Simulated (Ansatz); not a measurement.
```yaml
crystal:
  periodic: [false, false, false]
  atoms:
    - {symbol: O, position_ang: [-0.060762, 0.987852, -1.413701]}
    - {symbol: B, position_ang: [0.320505, 0.432339, -0.228754]}
    - {symbol: O, position_ang: [1.402884, 0.840873, 0.493156]}
    - {symbol: Si, position_ang: [-0.782513, -1.098213, 0.529006]}
    - {symbol: H, position_ang: [0.487672, 1.711730, -1.733306]}
    - {symbol: H, position_ang: [1.909793, 1.568925, 0.119633]}
    - {symbol: H, position_ang: [-1.893573, -1.482994, -0.381910]}
    - {symbol: H, position_ang: [0.073748, -2.295681, 0.756083]}
    - {symbol: H, position_ang: [-1.369155, -0.711231, 1.842693]}
basis:
  gaussian: {orbitals: def2-SVP}
magnetization: {spin_polarized: true, initial_magnetization: 0}
hamiltonian: {xc: {name: r2SCAN}, dispersion: d4}
kpoints: {mp_grid: {grid: [2, 2, 2]}}
output: {forces: true}
```

```sh
$ ansatz run in.yaml --threads 2 --pin off --events-out ev --progress --plain --max-ram 4352MiB
```

It prints (some lines left out):

```
Error: invalid value for `basis.gaussian`: such a run doesn't read kpoints; remove what it names
```

Q: Something in this input is off. What?

A: The input holds a key that doesn't belong there. The input was rejected before any iteration.
